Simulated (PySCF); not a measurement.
## Correlation energy of Au (gold, neutral)

[Xe] 4f14 5d10 6s1, 2S determinant. All numbers are calculated (PySCF 2.14, a scalar-relativistic core potential, in def2-TZVP with the def2 core potential (60 electrons)). Frozen: 5s2 5p6; 11 electrons correlated.

MP2 pair energies summed by pair of shells (mhartree):

| pair | energy | share (%) |
| --- | --- | --- |
| 5d-5d | -237.70 | 85.2 |
| 5d-6s | -41.32 | 14.8 |

Total MP2 correlation energy: -279.02 mhartree.

Same-spin part -98.75 and opposite-spin part -180.27 mhartree; SCS-MP2 scales them by 1/3 and 6/5 to -249.24 mhartree.

```csv
level,correlation energy (mhartree)
CCSD,-264.64
(T),-4.56
CCSD(T),-269.20
```

Diagnostics: T1 = 0.014, D1 = 0.0551, largest double amplitude 0.023.

Cost of the coupled-cluster step: 1.4 s of wall time on 1 thread of Neoverse-V2 (shared host), for 11 correlated electrons.
